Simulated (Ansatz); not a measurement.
`[SiH3][SiH](S)[AsH2]` + H–F → `F[SiH]([SiH3])S` + arsine  (cleavage of the Si–As bond)

Gas-phase electronic energies from Ansatz, PBE0-D4/def2-TZVP geometries. CCSD(T)/CBS is the MP2 limit (def2-TZVPP, def2-QZVPP) plus CCSD(T) − MP2 in def2-TZVPP, frozen cores. This one scheme is used for every species. Functionals use def2-TZVPP. For As outer-core shells are correlated without core-valence functions, which leaves a few kJ/mol of doubt a bond. Scalar relativity is left out up to krypton. Each species was taken in one conformer, which may not be the lowest.

`[SiH3][SiH](S)[AsH2]`:

Cartesian coordinates in Å:
```
Si 1.731 -0.392 0.050
Si -0.489 0.055 0.620
S -1.435 -1.848 0.908
As -1.648 1.260 -1.056
H 2.435 0.905 -0.140
H 2.431 -1.175 1.103
H 1.760 -1.152 -1.227
H -0.561 0.873 1.864
H -2.659 -1.345 1.147
H -0.982 0.470 -2.173
H -0.582 2.349 -1.096
```

H–F:

```xyz
2

F     0.349   -0.053   -0.294
H    -0.349    0.053    0.294
```

`F[SiH]([SiH3])S`:

```xyz
9

F     1.185   -0.967    1.638
Si    0.565    0.294    0.863
Si    0.060   -0.356   -1.325
S    -1.172    1.033    1.838
H     1.543    1.404    0.972
H    -0.308    0.852   -2.110
H     1.212   -1.038   -1.971
H    -1.102   -1.285   -1.286
H    -1.983    0.063    1.381
```

`[AsH3]`:

Z-matrix (Å, degrees):
```
As
H 1 1.522
H 1 1.522 2 92.0
H 1 1.522 2 92.0 3 -92.1
```

CCSD(T)/CBS gives -91.8 kJ/mol.

(1) Another level gave -83.0 kJ/mol. Which?
A. MP2/def2-TZVPP
B. PBE-D4/def2-TZVPP
C. r2SCAN/def2-TZVPP
D. HF/def2-TZVPP

Largest T1 diagnostic among the species: 0.013.

Results:

(1) B. PBE-D4 -83.0, MP2/def2-TZVPP -88.9, r2SCAN -101.8, HF/def2-TZVPP -126.5 kJ/mol.

The D4 term adds +13.8 kJ/mol with B3LYP and +7.7 kJ/mol with PBE0; it sums over pairs of atoms, weighted by their polarisabilities, and B3LYP, whose exchange is more repulsive, gets the larger term. In def2-TZVPP, CCSD(T) changes the Hartree–Fock value by +31.0 kJ/mol (the triples alone add +4.9 kJ/mol) and MP2 by +37.6 kJ/mol.

B3LYP here is the variant with VWN-RPA as its local correlation; programs differ in this.
